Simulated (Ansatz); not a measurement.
Mulliken charges of CH$_{4}$ClFOSn (`C[O][SnH]([F])[Cl]`) from ωB97M-V/def2-TZVPP in Ansatz (PBE0-D4/def2-TZVP geometry).

```json
{"atom": "C1", "x (Å)": "0.646", "y (Å)": "0.982", "z (Å)": "0.914", "charge (e)": "-0.180"}
{"atom": "O2", "x (Å)": "0.919", "y (Å)": "-0.255", "z (Å)": "0.282", "charge (e)": "-0.521"}
{"atom": "Sn3", "x (Å)": "-0.388", "y (Å)": "-1.115", "z (Å)": "-0.849", "charge (e)": "1.163"}
{"atom": "F4", "x (Å)": "-1.899", "y (Å)": "-1.483", "z (Å)": "0.259", "charge (e)": "-0.470"}
{"atom": "Cl5", "x (Å)": "-1.172", "y (Å)": "0.420", "z (Å)": "-2.379", "charge (e)": "-0.320"}
{"atom": "H6", "x (Å)": "1.561", "y (Å)": "1.299", "z (Å)": "1.419", "charge (e)": "0.122"}
{"atom": "H7", "x (Å)": "-0.148", "y (Å)": "0.889", "z (Å)": "1.662", "charge (e)": "0.131"}
{"atom": "H8", "x (Å)": "0.363", "y (Å)": "1.759", "z (Å)": "0.195", "charge (e)": "0.117"}
{"atom": "H9", "x (Å)": "0.205", "y (Å)": "-2.543", "z (Å)": "-1.520", "charge (e)": "-0.042"}
```

Problem. By hand: the dipole of these point charges (1 e Å = 4.8032 D).

Solution. Σ q r = (0.426, -0.190, -0.182) e Å, of length 0.501 e Å = 2.41 D.

Problem. How does the dipole of the full density compare? (Estimate.)

Solution. Computed: (0.328, -0.082, -0.097) e Å, 1.69 D; the point charges give 1.43 times that, at 11° from its direction.

Point charges leave out the atoms' own dipoles, such as those of lone pairs, and Mulliken's split depends on the basis, so the two needn't agree.
